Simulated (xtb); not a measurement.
C₂H₂N₃, doublet, from a rough starting geometry; GFN2-xTB run with xtb.

The xtb input:
```
$ xtb mol.xyz --gfn 2 --uhf 1 --opt vtight --json

# file mol.xyz
7

C      1.56049978    -0.10537045    -0.21706937
N      0.79335327    -1.11655108    -0.13387355
N     -0.47405787    -0.63272356     0.03005920
C     -0.32207011     0.70475662     0.04329863
N      0.99600417     1.05778864    -0.06202795
H     -1.28263906    -1.20075605     0.01744282
H     -1.14596774     1.36803229     0.22891476
```

What the program printed (banner, timings and long lists left out):

```
   ID    Z sym.   atoms
    1    6 C      1, 4
    2    7 N      2, 3, 5
    3    1 H      6, 7

           -------------------------------------------------
          |                Calculation Setup                |
           -------------------------------------------------

           -------------------------------------------------
          |                 G F N 2 - x T B                 |
           -------------------------------------------------

          ...................................................
          :                      SETUP                      :
          :.................................................:
          :  # basis functions                  22          :
          :  # atomic orbitals                  22          :
          :  # shells                           12          :
          :  # electrons                        25          :
          :  max. iterations                   250          :
          :  Hamiltonian                  GFN2-xTB          :
          :  restarted?                      false          :
          :  GBSA solvation                  false          :
          :  PC potential                    false          :
          :  electronic temp.          300.0000000     K    :
          :  accuracy                    1.0000000          :
          :  -> integral cutoff          0.2500000E+02      :
          :  -> integral neglect         0.1000000E-07      :
          :  -> SCF convergence          0.1000000E-05 Eh   :
          :  -> wf. convergence          0.1000000E-03 e    :
          :  Broyden damping             0.4000000          :
          :  net charge                          0          :
          :  unpaired electrons                  1          :
          ...................................................

 iter      E             dE          RMSdq      gap      omega  full diag
   1    -14.0075193 -0.140075E+02  0.498E+00    4.16       0.0  T
   2    -14.0793706 -0.718513E-01  0.388E+00    2.41       1.0  T
   3    -14.1017190 -0.223483E-01  0.212E+00    2.94       1.0  T
   4    -14.1017731 -0.541373E-04  0.478E-01    2.94       1.0  T
   5    -14.1021006 -0.327516E-03  0.115E-01    2.93       1.0  T
   6    -14.1021228 -0.221272E-04  0.644E-02    2.94       1.0  T
   7    -14.1021256 -0.286836E-05  0.252E-02    2.92       1.5  T
   8    -14.1021294 -0.377663E-05  0.753E-03    2.93       5.0  T
   9    -14.1021296 -0.153739E-06  0.330E-03    2.93      11.5  T
  10    -14.1021296 -0.438632E-07  0.674E-04    2.93      56.1  T
  11    -14.1021296 -0.118570E-08  0.296E-04    2.93     127.9  T

   *** convergence criteria satisfied after 11 iterations ***

         :::::::::::::::::::::::::::::::::::::::::::::::::::::
         ::                     SUMMARY                     ::
         :::::::::::::::::::::::::::::::::::::::::::::::::::::
         :: total energy             -13.930066239893 Eh    ::
         :: gradient norm              0.105149427619 Eh/a0 ::
         :: HOMO-LUMO gap              2.930718210629 eV    ::
         ::.................................................::
         :: SCC energy               -14.102129351738 Eh    ::
         :: -> isotropic ES            0.017534896903 Eh    ::
         :: -> anisotropic ES          0.003836647397 Eh    ::
         :: -> anisotropic XC          0.016496958727 Eh    ::
         :: -> dispersion             -0.003691947404 Eh    ::
         :: repulsion energy           0.172063111845 Eh    ::
         :: add. restraining           0.000000000000 Eh    ::
         :: total charge              -0.000000000000 e     ::
         :::::::::::::::::::::::::::::::::::::::::::::::::::::

      -----------------------------------------------------------
     |                   =====================                   |
     |                        A N C O P T                        |
     |                   =====================                   |
[...]
 * total energy  :   -13.9300662 Eh     change       -0.4714433E-09 Eh
 * total energy  :   -13.9377710 Eh     change       -0.7704735E-02 Eh
 * total energy  :   -13.9384579 Eh     change       -0.6869249E-03 Eh
 * total energy  :   -13.9385350 Eh     change       -0.7713293E-04 Eh
 * total energy  :   -13.9385689 Eh     change       -0.3382121E-04 Eh
 * total energy  :   -13.9385759 Eh     change       -0.7021197E-05 Eh
 * total energy  :   -13.9385774 Eh     change       -0.1526908E-05 Eh
 * total energy  :   -13.9385777 Eh     change       -0.2502468E-06 Eh
 * total energy  :   -13.9385777 Eh     change       -0.3519896E-07 Eh
   *** GEOMETRY OPTIMIZATION CONVERGED AFTER 9 ITERATIONS ***
         :: total energy             -13.938577687685 Eh    ::
[...]
         5        2.0000           -0.5963808             -16.2283
         6        2.0000           -0.5734003             -15.6030
         7        2.0000           -0.5729996             -15.5921
         8        2.0000           -0.5188032             -14.1174
         9        2.0000           -0.4644135             -12.6373
        10        2.0000           -0.4392443             -11.9524
        11        2.0000           -0.4351152             -11.8401
        12        2.0000           -0.4059188             -11.0456
        13        1.0000           -0.3634139              -9.8890 (HOMO)
        14                         -0.2474913              -6.7346 (LUMO)
        15                         -0.1930185              -5.2523
        16                         -0.0115697              -0.3148
        17                          0.1002873               2.7290
        18                          0.1600375               4.3548
        19                          0.2356360               6.4120
        20                          0.3465323               9.4296
        21                          0.4511874              12.2774
        22                          0.4952665              13.4769
      -------------------------------------------------------------
                  HL-Gap            0.1159226 Eh            3.1544 eV
             Fermi-level           -0.3450595 Eh           -9.3895 eV

     #   Z          covCN         q      C6AA      α(0)
     1   6 C        2.413     0.097    26.383     8.373
     2   7 N        1.993    -0.198    26.069     7.572
     3   7 N        3.041    -0.011    21.468     6.882
     4   6 C        3.178     0.102    25.364     8.223
     5   7 N        1.903    -0.226    26.777     7.672
     6   1 H        0.860     0.178     1.226     1.735
     7   1 H        0.926     0.058     2.221     2.331

 Mol. C6AA /au·bohr⁶  :        764.682173
 Mol. C8AA /au·bohr⁸  :      17860.244253
 Mol. α(0) /au        :         42.787380

Wiberg/Mayer (AO) data.
largest (>0.10) Wiberg bond orders for each atom

 ---------------------------------------------------------------------------
     #   Z sym  total        # sym  WBO       # sym  WBO       # sym  WBO
 ---------------------------------------------------------------------------
     1   6 C    3.244 --     2 N    1.598     5 N    1.456     3 N    0.101
     2   7 N    2.969 --     1 C    1.598     3 N    1.156     4 C    0.153
     3   7 N    3.621 --     4 C    1.314     2 N    1.156     6 H    0.934
                             5 N    0.113     1 C    0.101
     4   6 C    3.959 --     5 N    1.472     3 N    1.314     7 H    0.959
                             2 N    0.153
     5   7 N    3.110 --     4 C    1.472     1 C    1.456     3 N    0.113
     6   1 H    0.968 --     3 N    0.934
     7   1 H    0.997 --     4 C    0.959
 ---------------------------------------------------------------------------

Topologies differ in total number of bonds
Writing topology from bond orders to xtbtopo.mol

molecular dipole:
                 x           y           z       tot (Debye)
 q only:       -1.013      -0.138       0.105
   full:       -1.439      -0.142       0.152       3.695
molecular quadrupole (traceless):
                xx          xy          yy          xz          yz          zz
 q only:        1.164       0.484      -0.849      -0.101      -0.083      -0.315
  q+dip:        2.066       0.943      -2.380      -0.086      -0.272       0.314
   full:        2.069       0.685      -3.434       0.017      -0.377       1.365

optimized geometry written to: xtbopt.xyz

           -------------------------------------------------
          | TOTAL ENERGY              -13.938577687685 Eh   |
          | GRADIENT NORM               0.000064304890 Eh/α |
          | HOMO-LUMO GAP               3.154414498134 eV   |
           -------------------------------------------------

normal termination of xtb
```
